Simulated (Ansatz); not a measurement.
Computed with Ansatz.

A structure relaxed at PBE0-D4/def2-TZVP, charge 0, multiplicity 1:

Cartesian coordinates in Å:
```
B 0.169 -0.488 1.474
B -0.372 0.129 0.006
C 0.597 0.089 -1.235
O -1.598 0.693 -0.214
H 0.003 -1.637 1.779
H 0.811 0.164 2.251
H 1.229 -0.802 -1.274
H 0.046 0.175 -2.176
H 1.279 0.946 -1.172
H -2.162 0.731 0.561
```

Give its formula and SMILES.

CH6B2O, `BB(C)O`.

Summarise the bond lengths by kind.

1 × B–B 1.681 Å; 2 × B–H 1.200 to 1.201 Å; 1 × B–C 1.575 Å; 1 × B–O 1.367 Å; 3 × C–H 1.093 to 1.097 Å; 1 × H–O 0.959 Å.
